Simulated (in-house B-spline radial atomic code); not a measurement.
## Ionising the scandium ion Sc³⁺ with different functionals

Computed with a B-spline radial code for spherical atoms: non-relativistic Hamiltonian, point nucleus, spin-polarised at highest spin, spherical fractional occupations for the functionals, the average over the highest-spin determinants for Hartree-Fock. The ionisation energy is the difference of two self-consistent energies, [Ne] 3s2 3p6 → [Ne] 3s2 3p5, without Breit or QED terms; ε is the level of the shell that loses the electron (its least bound occupied spin orbital).

Hybrids are left out here: with spherical fractional occupations of an open shell their exact exchange keeps a self-interaction that integer-occupation calculations don't have.

| method | rung | ΔSCF (eV) | -ε(3p) (eV) |
| --- | --- | --- | --- |
| Hartree-Fock | Hartree-Fock | 72.47 | 73.60 |
| LDA VWN5 | LDA | 73.55 | 64.62 |
| LDA PW92 | LDA | 73.54 | 64.61 |
| LDA exchange-only | LDA | 71.70 | 62.86 |
| PBE | GGA | 73.48 | 64.57 |
| PBEsol | GGA | 73.39 | 64.48 |
| BLYP | GGA | 73.32 | 64.42 |
| RPBE | GGA | 73.46 | 64.56 |
| PW91 | GGA | 73.58 | 64.67 |
| BP86 | GGA | 73.57 | 64.65 |
| AM05 | GGA | 73.38 | 64.46 |
| OLYP | GGA | 73.66 | 64.79 |
| TPSS | meta-GGA | 73.69 | 64.83 |
| SCAN | meta-GGA | 74.14 | 65.41 |
| r2SCAN | meta-GGA | 74.10 | 65.38 |
| revTPSS | meta-GGA | 73.62 | 64.78 |

How do they compare with the NIST value?

NIST lists 73.489 eV (measured, ground level to ground level). Errors run from -1.79 to +0.65 eV; PBE is closest (-0.01 eV), but part of that can be cancellation, since the calculations leave out relativity, Breit-QED terms, multiplet and fine-structure energies. Hartree-Fock also lacks correlation.
